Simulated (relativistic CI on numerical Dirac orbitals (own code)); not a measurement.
Tm4+ (4f11) in a crystal field

Calculated by Dirac-Coulomb-Breit CI, orbitals from a KLI potential per configuration, QED by a radiative potential, valence Slater integrals scaled by 0.7, one configuration in a parametric crystal field (own radial code).

Field parameters in Wybourne normalisation. The field is a parameter set, without covalency.

S and J are read from ⟨S²⟩ = S(S + 1) and ⟨J²⟩ = J(J + 1) of each level; they are not fictitious spins.

D3h, B20 = 1380, B40 = 230, B60 = -1100, B66 = 540 cm⁻¹, the lowest 16 levels:

```tsv
E (cm⁻¹)	Degeneracy	S	J
0.0	2	1.47	7.50
109	2	1.47	7.50
233	2	1.47	7.50
292	2	1.47	7.50
323	2	1.47	7.50
423	2	1.47	7.50
467	2	1.47	7.50
659	2	1.47	7.50
7808	2	1.49	6.50
7863	2	1.49	6.50
7886	2	1.49	6.49
7911	2	1.49	6.50
7973	2	1.49	6.49
8111	2	1.49	6.50
8135	2	1.49	6.50
11092	2	1.26	5.50
```

Principal g values of the ground doublet: 2.89, 8.64, 8.64.

C2v, B20 = 430, B22 = 340, B40 = -810, B42 = 840, B44 = -270, B60 = 20, B62 = 520, B64 = -260, B66 = -500 cm⁻¹, the lowest 10 levels:

```json
{"E (cm⁻¹)": "0.0", "Degeneracy": "2", "S": "1.47", "J": "7.50"}
{"E (cm⁻¹)": "51.2", "Degeneracy": "2", "S": "1.47", "J": "7.50"}
{"E (cm⁻¹)": "90.2", "Degeneracy": "2", "S": "1.47", "J": "7.50"}
{"E (cm⁻¹)": "129", "Degeneracy": "2", "S": "1.47", "J": "7.50"}
{"E (cm⁻¹)": "208", "Degeneracy": "2", "S": "1.47", "J": "7.50"}
{"E (cm⁻¹)": "296", "Degeneracy": "2", "S": "1.47", "J": "7.50"}
{"E (cm⁻¹)": "422", "Degeneracy": "2", "S": "1.47", "J": "7.50"}
{"E (cm⁻¹)": "477", "Degeneracy": "2", "S": "1.47", "J": "7.50"}
{"E (cm⁻¹)": "7747", "Degeneracy": "2", "S": "1.49", "J": "6.50"}
{"E (cm⁻¹)": "7769", "Degeneracy": "2", "S": "1.49", "J": "6.50"}
```

Principal g values of the ground doublet: 2.09, 2.59, 11.52.

D4h, B20 = -1600, B40 = 1800, B44 = -1160, B60 = -190, B64 = -960 cm⁻¹, the lowest 16 levels:

| E (cm⁻¹) | Degeneracy | Irrep | S | J |
| --- | --- | --- | --- | --- |
| 0.0 | 2 | Γ7 | 1.47 | 7.50 |
| 35.3 | 2 | Γ7 | 1.47 | 7.50 |
| 53.5 | 2 | Γ6 | 1.47 | 7.50 |
| 137 | 2 | Γ6 | 1.47 | 7.50 |
| 427 | 2 | Γ6 | 1.47 | 7.50 |
| 523 | 2 | Γ7 | 1.47 | 7.50 |
| 593 | 2 | Γ7 | 1.47 | 7.50 |
| 593 | 2 | Γ6 | 1.47 | 7.50 |
| 7762 | 2 | Γ7 | 1.49 | 6.50 |
| 7787 | 2 | Γ6 | 1.49 | 6.50 |
| 7805 | 2 | Γ7 | 1.49 | 6.50 |
| 7889 | 2 | Γ6 | 1.49 | 6.50 |
| 8022 | 2 | Γ7 | 1.49 | 6.49 |
| 8116 | 2 | Γ7 | 1.49 | 6.49 |
| 8159 | 2 | Γ6 | 1.49 | 6.49 |
| 11039 | 2 | Γ7 | 1.26 | 5.50 |

Principal g values of the ground doublet: 2.23, 2.23, 12.39.

D4h, B20 = 1600, B40 = 2970, B44 = -290, B60 = 430, B64 = 1110 cm⁻¹, the lowest 16 levels:

```
E (cm⁻¹)  Degeneracy  Irrep     S     J
     0.0           2     Γ7  1.47  7.50
     126           2     Γ7  1.47  7.50
     129           2     Γ6  1.47  7.50
     165           2     Γ6  1.47  7.50
     354           2     Γ7  1.47  7.50
     399           2     Γ6  1.47  7.50
     584           2     Γ7  1.47  7.50
     948           2     Γ6  1.47  7.50
    7828           2     Γ7  1.49  6.50
    7834           2     Γ6  1.49  6.50
    7847           2     Γ6  1.49  6.50
    7923           2     Γ7  1.49  6.49
    7975           2     Γ6  1.49  6.49
    8024           2     Γ7  1.49  6.49
    8396           2     Γ7  1.49  6.49
   11092           2     Γ7  1.26  5.49
```

Principal g values of the ground doublet: 0.82, 8.13, 8.13.

C2v, B20 = 250, B22 = -280, B40 = 80, B42 = -410, B44 = -340, B60 = 700, B62 = -330, B64 = -610, B66 = -630 cm⁻¹, the lowest 10 levels:

```csv
E (cm⁻¹),Degeneracy,S,J
0.0,2,1.47,7.50
68.9,2,1.47,7.50
193,2,1.47,7.50
239,2,1.47,7.50
339,2,1.47,7.50
436,2,1.47,7.50
463,2,1.47,7.50
572,2,1.47,7.50
7796,2,1.49,6.50
7870,2,1.49,6.50
```

Principal g values of the ground doublet: 0.08, 0.14, 14.02.

The next free-ion level lies 7644 cm⁻¹ above the lowest; the field splits the ground level into components whose J stays near 15/2 as long as their spread is small against that gap.

Levels of this model without a field, named by their leading LS term (the scale mimics covalency, so terms lie below those of the real free ion): ⁴I°15/2 0, ⁴I°13/2 7644, ⁴I°11/2 10824, ²G°9/2 11971, ⁴I°9/2 16148, ⁴S°3/2 18372, ²H°11/2 19278, ⁴F°7/2 21559 cm⁻¹.
